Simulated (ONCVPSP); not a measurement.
**Rb (Z = 37), ONCV: configuration errors across variants**

```json
{
 "Element": "Rb",
 "Generator": "ONCVPSP 4.0.1",
 "Type": "optimised norm-conserving Vanderbilt (ONCV)",
 "Functional": "LDA (Perdew-Wang 92)",
 "Relativity": "scalar-relativistic",
 "Frozen core": "[Ar] 3d10",
 "Valence charge": "9",
 "Reference configuration": "4s2 4p6 4d1",
 "Partial waves": "4s: rc 1.85 bohr, ncon 5, nbas 9, qcut 6.5 1/bohr, 1 projector; 4p: rc 2.00 bohr, ncon 5, nbas 9, qcut 5.9 1/bohr, 1 projector; 4d: rc 4.00 bohr, ncon 3, nbas 7, qcut 2.1 1/bohr, 1 projector",
 "Local potential": "polynomial inside 1.25 bohr (lpopt 5, dvloc0 0 Ha)",
 "Core correction": "Teter function, fcfact 5.5, rcfact 1.25"
}
```

All-electron excitation energies from the reference (eV): (1) 4s2 4p6 4d0 5s1 -2.315; (2) 4s2 4p6 4d0 1.960; (3) 4s2 4p6 4d0 5s0.5 -0.657.

2 further variants failed, have other tests or too few solved ones, and are left out.

A true bound ghost makes a file unfit for plane-wave use even where its test errors are small: the radial tests pick states by their node count and pass the ghost by.

Errors AE − PS in meV (a dash: test not solved or not reliable):

| change | (1) | (2) | (3) | bound ghosts | GHOST(+) flags above zero |
| --- | --- | --- | --- | --- | --- |
| base | +62 | +8.0 | +46 | d | none |
| all radii but the core radius scaled by about 1.10 (s 2.04, p 2.20, d 4.42 bohr); local potential polynomial inside 1.38 bohr (lpopt 5, dvloc0 0 Ha) | +46 | +14 | +37 | d | none |
| all radii but the core radius scaled by about 1.17 (s 2.16, p 2.34, d 4.70 bohr); local potential polynomial inside 1.46 bohr (lpopt 5, dvloc0 0 Ha) | +44 | +18 | +38 | d | none |

**Question.** Give the same row for: all radii but the core radius scaled by about 1.28 (s 2.38, p 2.56, d 5.14 bohr); local potential polynomial inside 1.60 bohr (lpopt 5, dvloc0 0 Ha).

**Answer.** +48, +26, +44; bound ghosts: d; GHOST(+) flags above zero: none.
